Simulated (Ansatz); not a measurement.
The cation of CHClGaN (`N#[C][GaH][Cl]`) at the neutral geometry.

```yaml
crystal:
  periodic: [false, false, false]
  atoms:
    - {symbol: N, position_ang: [1.282562, -1.536931, 1.399098]}
    - {symbol: C, position_ang: [0.710259, -0.785237, 0.738578]}
    - {symbol: Ga, position_ang: [-0.212049, 0.511401, -0.360764]}
    - {symbol: Cl, position_ang: [-2.031337, -0.203227, -1.187099]}
    - {symbol: H, position_ang: [0.300465, 1.940295, -0.631214]}
basis:
  gaussian: {orbitals: def2-TZVPP}
total_charge: 1
magnetization: {spin_polarized: true, initial_magnetization: 1}
hamiltonian: {xc: pbe0, dispersion: d4}
```

```sh
$ ansatz run in.yaml --threads 2 --pin off --events-out ev --progress --plain --max-ram 32768MiB --backend cpu
```

Shortened log:

```
Functional definition: PBE0
1132 factors; their error is unknown
mean field evaluation 1: about -67409.1182 eV, gradient 4.9e1 eV
mean field evaluation 2: about -67273.2023 eV, gradient 1.3e2 eV
mean field evaluation 4: about -67416.3936 eV, gradient 2.7e1 eV
mean field evaluation 8: about -67420.2122 eV, gradient 6.8e-1 eV
mean field evaluation 16: about -67420.4463 eV, gradient 3.4e-2 eV
mean field evaluation 32: about -67420.4466 eV, gradient 1.3e-4 eV
mean field -67420.44658729 eV, -2477.6557128630 hartree, gradient 8.6e-6 eV, S^2 0.757813; 6 other end points of the search recorded, 0 dependent functions left out
reference -67420.44661495 eV, -2477.6557138792 hartree; 31, 30 occupied and 135, 136 virtual orbitals, 1132 factors
Total energy: -67420.53468136 eV, -2477.6589502602 hartree
```

Hardware: 2 threads of a server CPU on a shared host. Wall time 23 s, peak host memory 0.8 GiB.
